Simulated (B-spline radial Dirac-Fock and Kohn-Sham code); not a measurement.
Relativistic shifts of the levels of Dy²⁰⁺

System: Dy²⁰⁺, [Kr] 4d10.

Both columns are ΔSCF binding energies of the configuration average from an atomic code on a B-spline grid: non-relativistic Hartree-Fock with a point nucleus, and Dirac-Fock with a finite nucleus and the Coulomb interaction alone, averaged over the two j levels with weights 2j+1.

| shell | Hartree-Fock (eV) | Dirac-Fock (eV) | shift (eV) | shift (%) |
| --- | --- | --- | --- | --- |
| 1s | 51161.7 | 54579.9 | +3418.21 | +6.68 |
| 2s | 8756.8 | 9641.0 | +884.22 | +10.10 |
| 2p | 8350.7 | 8634.6 | +283.93 | +3.40 |
| 3s | 2409.2 | 2620.1 | +210.94 | +8.76 |
| 3p | 2226.8 | 2302.0 | +75.24 | +3.38 |
| 3d | 1890.7 | 1875.4 | -15.26 | -0.81 |
| 4s | 885.9 | 943.1 | +57.25 | +6.46 |
| 4p | 809.2 | 829.7 | +20.53 | +2.54 |
| 4d | 670.0 | 667.4 | -2.62 | -0.39 |

Relativity binds 1s, 2s, 2p, 3s, 3p, 4s, 4p more strongly, among those listed most of all 2s in relative terms, and 3d, 4d more weakly, because the contracted s and p shells screen the nucleus better.

Values without a named source are computed, but for edge energies of neutral atoms, which are taken from tables.
